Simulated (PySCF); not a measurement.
## Dipole response of Sc (scandium, neutral)

[Ar] 3d1 4s2, 2D determinant. All numbers are calculated (PySCF 2.14, scalar relativity by spin-free X2C-1e, in aug-cc-pVDZ-DK). Coupled (time-dependent) response in atomic units; α is the mean over directions. A double-zeta set is small for polarisabilities.

| method | mean α (bohr³) | α xx, yy, zz | C₆ (like pair) | S(−4) |
| --- | --- | --- | --- | --- |
| PBE | 123.5 | 120.3, 120.3, 129.9 | 1499 | 8322 |
| PBE0 | 127.1 | 123.2, 123.2, 134.7 | 1586 | 8475 |

S(−4) is the Cauchy moment in α(ω) = α(0) + S(−4) ω² + …

Reference α: 97 ± 10 bohr³ (recommended; Schwerdtfeger and Nagle, table of static dipole polarizabilities (2023 update)). Published C₆: 1383 (Chu and Dalgarno (2004); Tang, Norbeck and Certain (1976)).

α(iu) at PBE:

```csv
u (hartree),α(iu) (bohr³)
0,123.5
0.0500,106.1
0.100,75.97
0.200,37.49
0.300,21.60
0.500,10.40
0.750,5.939
1.00,4.028
1.50,2.288
2.00,1.482
3.00,0.7581
5.00,0.3023
```

A single London oscillator, α(iu) = α/(1 + u²/ω²), gives C₆ = (3/4) ω α². Matching the computed C₆ needs ω = 4 × 1499 / (3 × 123.5²) = 0.131 hartree.

The components differ because the open shell of this determinant is not spherical; for a pure term their mean is the scalar polarisability.

⟨S²⟩ = 1.03 against 0.75 shows spin contamination.
